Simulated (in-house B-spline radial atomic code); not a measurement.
Results of a calculation; reference values are marked as such.
Building a PAW s channel for S, r_c = 1.25 bohr

S, [Ne] 3s2 3p4, non-relativistic LDA (VWN5), spherical and spin-unpolarised, from a B-spline radial code for spherical atoms (atomic units; all potentials screened as in the neutral atom).

Two all-electron partial waves φ1, φ2 are integrated outwards at E1 = ε(3s) = -0.630912 and E2 = E1 + 1 hartree; φ1 is the bound orbital and φ2 has unit norm inside r_c = 1.2471 bohr. Smooth partners are polynomials, r^1(a0 + a1 r² + a2 r⁴ + a3 r⁶), matched to φ and three derivatives at r_c, with no condition on the norm. The local potential is -11.5491 + (16.1601) r² + (-10.2328) r⁴ + (2.45337) r⁶ inside 1.0211 bohr and the all-electron one outside.

```json
{"wave": "1", "φ(r_c)": "0.81464", "φ'(r_c)": "0.317747", "a0": "0.1838215", "a1": "0.9705171", "a2": "-0.5965426", "a3": "0.1071067"}
{"wave": "2", "φ(r_c)": "1.418471", "φ'(r_c)": "-0.6698616", "a0": "0.7322926", "a1": "1.691747", "a2": "-1.299498", "a3": "0.2438404"}
```

Inside r_c the overlaps are <φi φj> = [[0.24991, 0.49821], [0.49821, 1.00000]] and, for the smooth waves, [[0.24371, 0.50241], [0.50241, 1.05077]]. With χj = (Ej − T − V_local) applied to smooth wave j, the program's quadrature gives the matrix B_ij = <smooth i, χj> as [[0.50096, 1.20249], [1.19828, 2.89159]].

Task: Check the match of the first wave, and find the augmentation charges q_ij.

Result: At r_c the four terms are 0.22924, 1.88238, -1.79948, 0.50249, which sum to 0.8146, φ1(r_c) to rounding. q_ij is the all-electron overlap less the smooth one: [[0.00620, -0.00421], [-0.00421, -0.05077]]. The smooth first wave has a norm of 0.2437 inside r_c against 0.2499, and q11 > 0 puts back the missing charge.

Task: B isn't symmetric. Show that D_ij = B_ij + Ej q_ij is.

Result: Integrating by parts gives B12 − B21 = (E1 − E2) q12: 1.20249 − (1.19828) = 0.00421, and −1 × (-0.00421) = 0.00421. So D12 = 1.20249 + (0.369088)(-0.00421) = 1.20094 and D21 = 1.19828 + (-0.630912)(-0.00421) = 1.20093; D11 = 0.49705, D22 = 2.87285. The projectors, p = (B⁻¹)ᵀ χ, are dual to the smooth waves; det B = 0.0077, small beside B11 B22, as the two smooth waves look alike inside r_c.

Solving (T + V_local + Σ p D p) ψ = E (1 + Σ p q p) ψ in a sphere of 9 bohr gives these levels:

```tsv
all-electron	one projector	two projectors
-0.630911	-0.630911	-7.521420
0.017740	0.016669	-0.630911
0.291670	0.287179	0.017740
0.728736	0.706754	0.291670
1.315220	1.172390	0.728736
```

Task: What does the second projector gain?

Result: With one projector the errors are 0.00, -1.07, -4.49, -21.98, -142.83 millihartree. With two a ghost lies below the reference level, so the set fails. The lowest eigenvalue of the overlap operator is 1 with one and 0.2489 with two projectors. The smooth orbital alone needs a cutoff of 13.7 hartree for 1 millihartree of kinetic energy, against 24.8 for a norm-conserving Troullier-Martins orbital of the same radius, which is no gain while the set fails.
